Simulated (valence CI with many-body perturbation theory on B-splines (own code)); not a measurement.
The numbers below are computed, except where a source is named.
## Level structure of Er⁶²⁺

Level of theory: valence CI with perturbative core correlation (CI+MBPT): four valence electrons over a frozen Dirac-Fock core [He], a basis of 11 s, 11 p, 10 d, 8 f, 5 g, 2 h functions for each j, with the one-electron correlation potential Σ1, the two-electron term Σ2, the three-electron term Σ3, Breit, model QED; selected CI, second order for the rest, scaled by the run's own slope (own B-spline code, finite nucleus).

The last digits are not significant, and no measured levels were compared; by estimate large intervals hold to a few tenths of a per cent, small ones and those within an open d or f shell to about a per cent. Among the levels kept, up to 920 cm⁻¹ of a level comes from second order outside the variational space, and about a tenth of that is noise between levels of different J, which matters for small intervals.

Levels 136 to 180 of 211, with energies above the lowest level, (2s^2 2p1/2^2) J=0. "Leading %" is the weight of the configuration and term that name the level; weights of strongly mixed levels are sums over their largest components and can fall short. In the jj column 3d3/2^4 stands for four electrons in 3d with j = 3/2.

```tsv
No.	Configuration	Term	J	E (× 10³ cm⁻¹)	Leading %	g	Second component	Leading jj
136	2s.2p2.3s	3S	1	87227	68	1.945	14 % 2s.2p2.3s 5P	2s 2p3/2^2 3s (100 %)
137	2s.2p2.3p	3D°	3	87235	42	1.293	20 % 2s.2p2.3p 5D°	2s 2p3/2^2 3p1/2 (99 %)
138	2s.2p2.3s	1P	1	87280	42	0.974	30 % 2s.2p2.3s 3D	2s 2p3/2^2 3s (99 %)
139	2s.2p2.3s	3P	2	87307	62	1.360	17 % 2s.2p2.3s 1D	2s 2p3/2^2 3s (99 %)
140	2s.2p2.3s	1S	0	87457	68		31 % 2s.2p2.3s 3P	2s 2p3/2^2 3s (99 %)
141	2s.2p2.3p	3P°	0	88007	80		15 % 2s.2p2.3p 5D°	2s 2p3/2^2 3p1/2 (99 %)
142	2s.2p2.3p	3P°	1	88008	33	1.303	18 % 2s.2p2.3p 3S°	2s 2p3/2^2 3p1/2 (99 %)
143	2s.2p2.3p	3P°	1	88013	50	1.292	22 % 2s.2p2.3p 1P°	2s 2p3/2^2 3p1/2 (99 %)
144	2s.2p2.3p	3D°	2	88024	32	1.047	22 % 2s.2p2.3p 3F°	2s 2p3/2^2 3p1/2 (99 %)
145	2p3.3s	5S°	2	88865	54	1.569	30 % 2p3.3s 3D°	2p1/2 2p3/2^2 3s (98 %)
146	2p3.3s	3S°	1	88935	52	1.313	41 % 2p3.3s 3D°	2p1/2 2p3/2^2 3s (92 %)
147	2p3.3s	3D°	3	89023	91	1.308		2p1/2 2p3/2^2 3s (91 %)
148	2p3.3s	1D°	2	89116	60	1.042	36 % 2p3.3s 3D°	2p1/2 2p3/2^2 3s (96 %)
149	2s.2p2.3p	5D°	4	89363	62	1.380	38 % 2s.2p2.3p 3F°	2s 2p3/2^2 3p3/2 (100 %)
150	2s.2p2.3p	3D°	3	89409	52	1.385	31 % 2s.2p2.3p 5P°	2s 2p3/2^2 3p3/2 (93 %)
151	2p3.3p	5P	1	89449	45	1.643	21 % 2p3.3p 3D	2p1/2 2p3/2^2 3p1/2 (97 %)
152	2p3.3s	3P°	1	89481	63	1.302	32 % 2p3.3s 1P°	2p1/2 2p3/2^2 3s (95 %)
153	2p3.3s	3P°	0	89490	100			2p1/2 2p3/2^2 3s (100 %)
154	2s.2p2.3p	3P°	1	89502	35	1.521	29 % 2s.2p2.3p 3S°	2s 2p3/2^2 3p3/2 (92 %)
155	2p3.3p	3F	2	89512	33	1.202	21 % 2p3.3p 5P	2p1/2 2p3/2^2 3p1/2 (97 %)
156	2p3.3p	3F	3	89643	43	1.086	32 % 2p3.3p 1F	2p1/2 2p3/2^2 3p1/2 (97 %)
157	2s.2p2.3p	3P°	2	89732	42	1.352	20 % 2s.2p2.3p 1D°	2s 2p3/2^2 3p3/2 (95 %)
158	2p3.3p	3P	2	89959	49	1.304	21 % 2p3.3p 1D	2p1/2 2p3/2^2 3p1/2 (97 %)
159	2p3.3p	3D	1	90050	72	0.640	22 % 2p3.3p 1P	2p1/2 2p3/2^2 3p1/2 (97 %)
160	2s.2p2.3d	3D	2	90098	24	1.376	23 % 2s.2p2.3d 5P	2s 2p3/2^2 3d3/2 (95 %)
161	2s.2p2.3d	5D	3	90107	26	1.279	18 % 2s.2p2.3d 3F	2s 2p3/2^2 3d3/2 (93 %)
162	2s.2p2.3d	5P	1	90125	41	1.814	20 % 2s.2p2.3d 3P	2s 2p3/2^2 3d3/2 (96 %)
163	2s.2p2.3d	3F	4	90130	38	1.203	24 % 2s.2p2.3d 5F	2s 2p3/2^2 3d3/2 (98 %)
164	2s.2p2.3p	3P°	0	90162	60		38 % 2s.2p2.3p 1S°	2s 2p3/2^2 3p3/2 (100 %)
165	2s.2p2.3p	3D°	3	90203	62	1.243	16 % 2s.2p2.3p 3F°	2s 2p3/2^2 3p3/2 (98 %)
166	2s.2p2.3p	3P°	2	90213	71	1.412	6 % 2s.2p2.3p 5D°	2s 2p3/2^2 3p3/2 (99 %)
167	2s.2p2.3p	1P°	1	90298	48	1.167	20 % 2s.2p2.3p 3P°	2s 2p3/2^2 3p3/2 (96 %)
168	2s.2p2.3p	3P°	2	90304	45	1.347	23 % 2s.2p2.3p 1D°	2s 2p3/2^2 3p3/2 (99 %)
169	2p3.3p	3P	0	90428	64		35 % 2p3.3p 1S	2p1/2 2p3/2^2 3p1/2 (99 %)
170	2s.2p2.3d	5F	5	90537	62	1.302	38 % 2s.2p2.3d 3G	2s 2p3/2^2 3d5/2 (100 %)
171	2s.2p2.3p	1P°	1	90539	35	1.195	24 % 2s.2p2.3p 3S°	2s 2p3/2^2 3p3/2 (99 %)
172	2s.2p2.3d	3F	4	90567	53	1.288	31 % 2s.2p2.3d 5D	2s 2p3/2^2 3d5/2 (98 %)
173	2s.2p2.3d	3P	0	90661	80		12 % 2s.2p2.3d 5D	2s 2p3/2^2 3d5/2 (77 %)
174	2s.2p2.3d	3D	1	90756	33	1.137	31 % 2s.2p2.3d 3P	2s 2p3/2^2 3d5/2 (53 %)
175	2s.2p2.3d	3D	3	90799	28	1.153	17 % 2s.2p2.3d 3F	2s 2p3/2^2 3d5/2 (70 %)
176	2s.2p2.3d	3P	2	90838	29	1.197	23 % 2s.2p2.3d 3D	2s 2p3/2^2 3d3/2 (51 %)
177	2s.2p2.3d	3D	1	90902	35	0.968	27 % 2s.2p2.3d 1P	2s 2p3/2^2 3d3/2 (52 %)
178	2s.2p2.3d	3F	2	90917	32	1.034	28 % 2s.2p2.3d 3D	2s 2p3/2^2 3d3/2 (90 %)
179	2s.2p2.3d	1F	3	90946	33	1.068	26 % 2s.2p2.3d 3F	2s 2p3/2^2 3d3/2 (73 %)
180	2s.2p2.3d	3D	1	90973	65	0.777	12 % 2s.2p2.3d 3P	2s 2p3/2^2 3d3/2 (98 %)
```

Where two levels of one J and parity lie close, their mixing, g and order are uncertain.
